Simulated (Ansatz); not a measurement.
Consider the redistribution: `F[SiH2][AlH2]` + `FB(F)[SiH3]` → `F[B]([AlH2])[SiH3]` + `F[SiH2]F`.

Calculated with Ansatz (gas phase, PBE0-D4/def2-TZVP geometries, no zero-point term in ΔE). CBS: MP2 limit from def2 TZ/QZ plus the TZ coupled-cluster correction, frozen cores. This one scheme is used for every species. Functionals use def2-TZVPP.

`F[SiH2][AlH2]`:

Cartesian coordinates in Å:
```
F 1.409 0.305 -1.675
Si 0.143 -0.388 -0.953
Al -0.214 0.520 1.314
H -1.037 -0.171 -1.841
H 0.400 -1.857 -0.939
H 0.727 1.641 1.926
H -1.427 -0.050 2.168
```

`FB(F)[SiH3]`:

Cartesian coordinates in Å:
```
F 0.448 1.523 1.517
B -0.306 0.978 0.582
F -1.434 1.604 0.303
Si 0.229 -0.719 -0.405
H 1.374 -1.386 0.264
H 0.618 -0.353 -1.794
H -0.929 -1.649 -0.467
```

`F[B]([AlH2])[SiH3]`:

Cartesian coordinates in Å:
```
F -1.928 -0.225 -0.987
B -0.767 0.014 -0.380
Al -0.257 2.038 0.213
Si 0.484 -1.572 -0.030
H 0.539 2.997 -0.777
H -0.595 2.572 1.675
H 0.632 -1.715 1.449
H 0.058 -2.881 -0.600
H 1.835 -1.228 -0.563
```

`F[SiH2]F`:

Z-matrix (Å, degrees):
```
Si
F 1 1.586
F 1 1.586 2 108.0
H 1 1.474 2 108.5 3 117.4
H 1 1.474 2 108.5 3 -117.4
```

```csv
species,PBE0 energy (Eh)
`F[SiH2][AlH2]`,-633.92189
`FB(F)[SiH3]`,-515.69246
`F[B]([AlH2])[SiH3]`,-659.30260
`F[SiH2]F`,-490.29150
```

Problem. Work out ΔE.

Solution. ΔE = (-659.30260) + (-490.29150) − (-633.92189) − (-515.69246) = 0.02025 Eh = +53.2 kJ/mol. CCSD(T)/CBS gives +40.6 kJ/mol.

Largest T1 diagnostic among the species: 0.015.

At CCSD(T), def2-SVP lies +28.8 kJ/mol from the extrapolated value and def2-TZVPP +3.7 kJ/mol. Leaving LDA and LC-ωPBE aside and taking each functional with its dispersion term where it has one, the values, not all of them listed here, spread over 9.1 kJ/mol, from ωB97M-V to PBE-D4. LDA lies +4.7 kJ/mol from PBE without D4.
